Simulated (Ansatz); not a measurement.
FeF₃, relaxed as a doublet with UKS PBE-D4/def2-TZVP in Ansatz, starting from the GFN2-xTB geometry. Force threshold 0.02 eV/Å.

The charge 0 doublet is spin-contaminated (final ⟨S²⟩ up to 2.01, 0.75 for a pure state). The relaxation made no stability test and no search for a lower SCF solution. At PBE-D4/def2-TZVP a sextet of charge 0 lies 1.27 eV below the doublet, each at its own geometry. The structure comes from a short search, and lower isomers may exist.

Start:

```xyz
4

Fe    0.015    0.029   -0.231
F    -1.167    0.301    1.005
F     1.030   -0.571    1.038
F     0.123    0.240   -1.812
```

**Question.** Estimate the energy that the relaxation releases and the steps that it takes.

**Answer.** 0.51 eV, in 13 steps; 22 s on 4 threads of Arm Neoverse V2 on a shared host. No frequencies were taken in this run, so the end may be a saddle point.

**Question.** Does the start keep its bonding and symmetry?

**Answer.** By distances, no bond broke or formed. The bond that changes most is Fe1–F4, from 1.60 to 1.72 Å (atoms count from 1). Point group C2v at the start, C2v at the end, both within 0.05 Å.

**Question.** Predict the relaxed structure.

**Answer.** 
```xyz
4

Fe   -0.083    0.042   -0.054
F    -1.413    0.390    0.972
F     1.241   -0.624    0.810
F     0.255    0.192   -1.729
```
Bond lengths: 3 × F–Fe 1.71 to 1.72 Å.
